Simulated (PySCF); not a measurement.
CH3F3Sn. Atoms are numbered in the order given.

```xyz
8

Sn     0.0000     0.0000    -0.9890
C      0.0000     0.0000     1.2260
F     -1.0847     0.6262     1.7252
F      1.0847     0.6262     1.7252
F      0.0000    -1.2524     1.7252
H     -1.4165    -0.8178    -1.4954
H      1.4165    -0.8178    -1.4954
H      0.0000     1.6356    -1.4954
```

The structure is a stationary point at B3LYP-D3(BJ)/def2-SVP. The structure was generated by enumeration; whether it is a known compound was not checked. The def2 effective core potentials stand for the cores of Sn; spin–orbit coupling is left out.

The numbers are results of M06-2X/def2-TZVP (PySCF), not measurements.

```
Quantity                                                                                                        Value
---------------------------------------------------------------------------------------------  ----------------------
total energy                                                                                       -553.66548 hartree
point group                                                                                                       C3v
highest occupied level                                                                                      -10.13 eV
lowest empty level                                                                                            0.19 eV
orbital gap                                                                                                  10.32 eV
dipole moment                                                                                                  2.57 D
quadrupole, principal values (traceless, Buckingham form, about the centre of nuclear charge)   -0.99, 0.50, 0.50 D·Å
mean static polarisability                                                                       53.0 bohr³ (7.86 Å³)
polarisability, principal values                                                               51.1, 51.1, 56.8 bohr³
```
